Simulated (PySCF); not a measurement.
# Removing an electron from `C[SiH]([SiH3])[SiH3]`

Compound: CH10Si3.
Structure used (PBE0-D3(BJ)/def2-SVP), in Å, numbered top down from 1:
```xyz
14
CH10Si3 angstrom
C      0.0898    1.8246   -0.8648
Si    -0.0809    0.3861    0.3510
Si    -1.9020   -0.9792   -0.2192
Si     1.8576   -0.9373    0.3523
H     -0.8212    2.4421   -0.8739
H      0.9402    2.4676   -0.5908
H      0.2593    1.4458   -1.8844
H     -0.2977    0.9029    1.7425
H     -3.1824   -0.2030   -0.2171
H     -1.6994   -1.5436   -1.5914
H     -2.0300   -2.1160    0.7447
H      1.7190   -2.0688    1.3212
H      3.0648   -0.1330    0.7243
H      2.0791   -1.5097   -1.0137
```

Level: CAM-B3LYP/def2-SVPD (PySCF). Frontier orbitals with their largest atomic shares (Löwdin; up to four atoms above 4 %):

```tsv
orbital	ε (eV)	main atoms
HOMO−3	-11.09	Si4 22 %, Si3 22 %, H12 17 %, H11 17 %
HOMO−2	-10.55	Si2 24 %, C1 22 %, H8 17 %, Si3 7 %
HOMO−1	-9.71	Si2 29 %, Si3 15 %, Si4 14 %, C1 14 %
HOMO	-8.96	?
LUMO	0.77	Si2 20 %, Si4 15 %, Si3 15 %, C1 14 %
LUMO+1	0.94	Si3 23 %, Si4 23 %, Si2 13 %, H9 9 %
LUMO+2	1.26	Si3 22 %, Si4 22 %, Si2 17 %, H8 8 %
```

Q: What vertical ionisation energy does ΔSCF give, and how far is −ε(HOMO) from it?

A: ΔSCF: 9.61 eV (927 kJ/mol; threshold wavelength 129 nm); ⟨S²⟩ of the doublet left behind is 0.759, against 0.75 for a pure doublet. −ε(HOMO) is 8.96 eV, 0.65 eV below it. In exact Kohn–Sham theory the two would be equal; CAM-B3LYP (range-separated hybrid) falls short of its own ΔSCF value by 7 %.

Q: On which atoms does the HOMO lie?

A: Si2 (SiH silicon) 30 %, Si4 (SiH3 silicon) 22 %, Si3 (SiH3 silicon) 21 %, H9 (Si–H hydrogen) 5 %, so no atom holds as much as 40 %. The HOMO−1 lies 0.75 eV lower.

Q: Shift the occupied levels rigidly so that −ε(HOMO) equals the ΔSCF value. What binding energies result?

A: The shift is +0.65 eV: HOMO 9.61, HOMO−1 10.36, HOMO−2 11.20, HOMO−3 11.74 eV. A rigid shift is only a rough guide to the deeper ionisations.

Q: With α = 104.2 au, estimate the like-pair dispersion coefficient by London's formula C6 = (3/4)α²I.

A: I = 0.3531 Eh, so C6 ≈ 2870 au, a rough estimate.

Isolated species at its PBE0-D3(BJ)/def2-SVP geometry, gas phase.

The run behind these numbers computed excited states and ΔSCF ions as well. The run took 1.8 min of wall time on one thread, Arm Neoverse N1 (aarch64), shared host, and the process peaked at 0.97 GiB of memory.
